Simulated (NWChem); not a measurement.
Species: methylammonium (CH$_{6}$N cation); SMILES C[NH3+]

Results from NWChem. The geometry was optimised at B3LYP/6-31G* (spherical d). Level: PBE0/Sadlej pVTZ; the question gives the wavelength of the field.

Predict the results for field 400 nm. Quantities: isotropic polarisability (bohr³); anisotropy (bohr³).


```json
{
 "isotropic polarisability (bohr³)": "20.9",
 "anisotropy (bohr³)": "3.4"
}
```
